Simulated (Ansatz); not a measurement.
`[NH2][Sn]([Cl])[Cl]`, charge 0, multiplicity 2.

(1) Give a relaxed structure at PBE0-D4/def2-TZVP (the Gaussian-basis code of Ansatz). (Estimate.)

Results:

(1) The calculation gave: 
Cartesian coordinates in Å:
```
N -0.7506 0.5675 -0.5785
Sn 0.2325 -0.7783 0.5976
Cl 1.1988 0.5497 2.2719
Cl 1.9514 -1.5719 -0.7869
H -1.4797 1.0764 -0.0893
H -1.1525 0.1567 -1.4149
```
Point group Cs.
